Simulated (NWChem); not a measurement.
Everything below was run with NWChem. System: FGeI, charge 0, spin multiplicity 1, at a geometry optimised with PBE/def2-SVP with def2 effective core potentials on I. The structure started from a generated list of species. Level: G0W0@PBE/def2-TZVP with def2 effective core potentials on I, RI basis def2-tzvp-rifit, no spin-orbit coupling.

Part of the output:

```
             Northwest Computational Chemistry Package (NWChem) 7.3.0
             --------------------------------------------------------

                                NWChem Input Module
                                -------------------

 Scaling coordinates for geometry "geometry" by  1.889725989
 (inverse scale =  0.529177249)

 Turning off AUTOSYM since
 SYMMETRY directive was detected!

                             Geometry "geometry" -> ""
                             -------------------------

 Output coordinates in angstroms (scale by  1.889725989 to convert to a.u.)

  No.       Tag          Charge          X              Y              Z
 ---- ---------------- ---------- -------------- -------------- --------------
    1 Ge                  32.0000    -1.02368000    -1.00993000     0.00000000
    2 F                    9.0000     0.12686200    -2.35895300     0.00000000
    3 I                   53.0000     0.59652800     1.01034600     0.00000000

 Effective nuclear repulsion energy (a.u.)     506.7143158615

            Nuclear Dipole moment (a.u.)
            ----------------------------
        X                 Y               Z
 ---------------- ---------------- ----------------
    -0.0000340151     0.0000018897     0.0000000000

      Symmetry information
      --------------------

 Group name             Cs
 Group number              2
 Group order               2
 No. of unique centers     3

      Symmetry unique atoms

     1    2    3


 Summary of "ao basis" -> "" (spherical)
 ------------------------------------------------------------------------------
       Tag                 Description            Shells   Functions and Types
 ---------------- ------------------------------  ------  ---------------------
 *                         def2-tzvp                  on all atoms

 Summary of "ri basis" -> "" (spherical)
 ------------------------------------------------------------------------------
       Tag                 Description            Shells   Functions and Types
 ---------------- ------------------------------  ------  ---------------------
 *                      def2-tzvp-rifit               on all atoms

  pbe96 is a nonlocal functional; adding pw91lda local functional.

                                 NWChem DFT Module
                                 -----------------

 Summary of "ao basis" -> "ao basis" (spherical)
 ------------------------------------------------------------------------------
[...]
    20      0.616076  1 Ge py                19     -0.552596  1 Ge px
    53      0.347749  2 F  s                 16     -0.279046  1 Ge px
     6     -0.270734  1 Ge s                 17      0.269083  1 Ge py
     5     -0.192715  1 Ge s                 61      0.151537  2 F  py
    55      0.143385  2 F  py                99     -0.128504  3 I  py

 center of mass
 --------------
 x =   0.02095392 y =   0.07514379 z =   0.00000000

 moments of inertia (a.u.)
 ------------------
        1108.133842067237        -525.390031451271           0.000000000000
        -525.390031451271         438.883734846652           0.000000000000
           0.000000000000           0.000000000000        1547.017576913889

     Multipole analysis of the density
     ---------------------------------

     L   x y z        total         alpha         beta         nuclear
     -   - - -        -----         -----         ----         -------
     0   0 0 0     -0.000000    -33.000000    -33.000000     66.000000

     1   1 0 0     -0.758542     15.402589     15.402589    -31.563719
     1   0 1 0      0.075124     26.767441     26.767441    -53.459757
     1   0 0 1      0.000000      0.000000      0.000000      0.000000

     2   2 0 0    -35.032735    -93.534418    -93.534418    152.036102
     2   1 1 0      2.411345    -79.959590    -79.959590    162.330524
     2   1 0 1     -0.000000     -0.000000     -0.000000      0.000000
     2   0 2 0    -38.892406   -212.713247   -212.713247    386.534089
     2   0 1 1      0.000000      0.000000      0.000000      0.000000
     2   0 0 2    -34.781629    -17.390815    -17.390815      0.000000

 Task  times  cpu:       52.5s     wall:       52.5s

                                NWChem Input Module
                                -------------------

                                 NWChem GW Module
                                 ----------------

                             ***********************
                             ***        GW       ***
                             ***********************

 Summary of "ri basis" -> "ri basis" (spherical)
 ------------------------------------------------------------------------------
       Tag                 Description            Shells   Functions and Types
 ---------------- ------------------------------  ------  ---------------------
 Ge                     def2-tzvp-rifit             37      159   10s9p8d5f4g1h
 F                      def2-tzvp-rifit             22       76   8s6p4d3f1g
 I                      def2-tzvp-rifit             38      184   9s8p8d6f4g3h

                 Memory Information
                 ------------------
          Available GA per process is          1699.9 MBs
          Available stack per process is        700.0 MBs
          Available heap per process is           0.0 MBs

          Peak memory in Initialization
              Peak GA per process is                 15.8 MBs
              Peak stack per process is               0.1 MBs
              Peak heap per process is               16.6 MBs
              Memory not in MA per process            0.0 MBs

          Peak memory in AFF Calculation
              Peak GA per process is                100.9 MBs
              Peak stack per process is              76.6 MBs
              Peak heap per process is                0.0 MBs
              Memory not in MA per process           76.6 MBs

          Computing 2-center integrals
          Computing Inverse Cholesky factor
          Computing 3-center integrals
          Computing V_xc ...

          Computing Sigma_x
          Computing RPA polarizability
          Solving quasiparticle equations

                  Alpha Orbitals
          State     Energy (eV)     Error (eV)
          -----------------------------------
@GW        30        -12.326           0.004
@GW        31         -9.366           0.002
@GW        32         -9.546           0.002
@GW        33         -9.157           0.002
@GW        34         -1.304           0.002
@GW        35          1.026           0.002

   Applying  -2.5452 eV scissor-shift to rest of particle states

   Applying   2.4869 eV scissor-shift to rest of hole states

     GW Timing Statistics
   ------------------------
   Init.   :          0.3s
     ERIs  :          2.9s
     Distr.:          0.0s
     Vxc   :          0.4s
   Sigma_x :          0.0s
   RPA     :          8.5s
   Wmn     :          0.1s
   Sigma_c :          0.1s
   GW total:         12.3s

 Task  times  cpu:       12.3s     wall:       12.3s

 Total times  cpu:       64.8s     wall:       64.8s
```

Q: Write an NWChem input that would produce this output.

A: One answer among several that fit: 
```
start mol
memory heap 200 mb stack 700 mb global 1700 mb
geometry units angstroms nocenter noautoz
  Ge    -1.023680    -1.009930     0.000000
  F      0.126862    -2.358953     0.000000
  I      0.596528     1.010346     0.000000
  symmetry group Cs
end
basis spherical
  * library def2-tzvp
end
ecp
  I library def2-ecp
end
basis "ri basis" bse spherical
  * library def2-tzvp-rifit
end
dft
  xc xpbe96 cpbe96
  iterations 100
  direct
  tolerances tight
end
task dft energy
gw
  states alpha occ 4 vir 2
end
task dft gw
```
